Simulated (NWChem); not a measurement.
Species: H₃O₂ cation; SMILES O[OH2+]

```xyz
5

O     -0.0015     0.8042    -0.1187
O      0.0011    -0.6410     0.0836
H      0.0126     1.1080     0.8299
H      0.8090    -0.9757    -0.4033
H     -0.8194    -0.9755    -0.3819
```
Atoms are numbered in this order, from 1.

Level: PBE-D3(BJ)/def2-SVP (NWChem), optimised geometry, unscaled harmonic frequencies. 

Question: List the harmonic frequencies with IR intensities, and the thermochemistry.

Answer: 
```json
[
 {"frequency (cm⁻¹)": "415", "IR intensity (km/mol)": "259.4"},
 {"frequency (cm⁻¹)": "809", "IR intensity (km/mol)": "90.2"},
 {"frequency (cm⁻¹)": "992", "IR intensity (km/mol)": "179.8"},
 {"frequency (cm⁻¹)": "1132", "IR intensity (km/mol)": "4.2"},
 {"frequency (cm⁻¹)": "1423", "IR intensity (km/mol)": "92.6"},
 {"frequency (cm⁻¹)": "1564", "IR intensity (km/mol)": "66.4"},
 {"frequency (cm⁻¹)": "3382", "IR intensity (km/mol)": "280.7"},
 {"frequency (cm⁻¹)": "3457", "IR intensity (km/mol)": "408.7"},
 {"frequency (cm⁻¹)": "3496", "IR intensity (km/mol)": "129.9"}
]
```

```yaml
zero_point_energy: 23.8 kcal/mol
thermal correction to the enthalpy at 298.15 K (with zero-point energy): 26.5 kcal/mol
heat capacity Cv: 8.8 cal/(mol K)
entropy at 298.15 K and 1 atm (symmetry number 1): 56.5 cal/(mol K)
```

Rigid rotor and harmonic oscillator.
